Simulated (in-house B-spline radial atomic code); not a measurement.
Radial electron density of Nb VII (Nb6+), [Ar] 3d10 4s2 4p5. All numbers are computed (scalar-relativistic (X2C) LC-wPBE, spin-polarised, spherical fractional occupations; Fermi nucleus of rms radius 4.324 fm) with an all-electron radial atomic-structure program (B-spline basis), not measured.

Caution: exact exchange at fractional occupations of open shells leaves self-interaction of up to several eV.

One-electron X2C: radii and densities carry no picture-change correction, so inner-shell <1/r> comes out high (for 1s by about 2 % at Z = 33, 5 % at 54, 10 % at 75, 30 % at 118) and <r> low.

Columns: r (bohr), 4πr²n(r) (electrons per bohr), bar.

```
 0.00128     1.59 #
 0.00155    2.185 ##
 0.00188    2.998 ##
 0.00228    4.092 ###
 0.00277    5.567 ####
 0.00335    7.463 #####
 0.00407     9.98 #######
 0.00493    13.14 #########
 0.00598    17.09 ############
 0.00725    21.84 ###############
 0.00879    27.35 ###################
  0.0107    33.52 #######################
  0.0129    39.52 ###########################
  0.0157     45.3 ###############################
   0.019    49.58 ##################################
  0.0231     51.8 ####################################
   0.028     51.4 ####################################
  0.0339    48.79 ##################################
  0.0411    45.34 ###############################
  0.0499    43.36 ##############################
  0.0605     45.1 ###############################
  0.0733    51.02 ###################################
  0.0889    58.77 #########################################
   0.108     63.5 ############################################
   0.131    60.92 ##########################################
   0.159    51.59 ####################################
   0.192    41.99 #############################
   0.233    38.72 ###########################
   0.283    43.09 ##############################
   0.343    47.69 #################################
   0.416    44.32 ###############################
   0.504    32.57 #######################
   0.611    19.52 ##############
   0.741     11.8 ########
   0.899    9.549 #######
    1.09    8.616 ######
    1.32    6.278 ####
     1.6    3.234 ##
    1.94    1.118 #
    2.36   0.2403 
    2.86  0.03172 
    3.47 0.002203 
     4.2 7.842e-05
```

On this grid the curve has 3 maxima, near 0.0231, 0.108, 0.343 bohr.

The 4s up radial function P(r) = rR(r), positive near the nucleus:

```tsv
r (bohr)	P
0.000488	0.02174
0.000717	0.03025
0.00105	0.0418
0.00155	0.05782
0.00228	0.07902
0.00335	0.1064
0.00493	0.1405
0.00725	0.1793
0.0107	0.217
0.0157	0.2391
0.0231	0.2217
0.0339	0.1332
0.0499	-0.04675
0.0733	-0.2731
0.108	-0.3897
0.159	-0.1804
0.233	0.3207
0.343	0.6038
0.504	0.1129
0.741	-0.79
1.09	-1.098
1.6	-0.6088
2.36	-0.1329
3.47	-0.009009
```
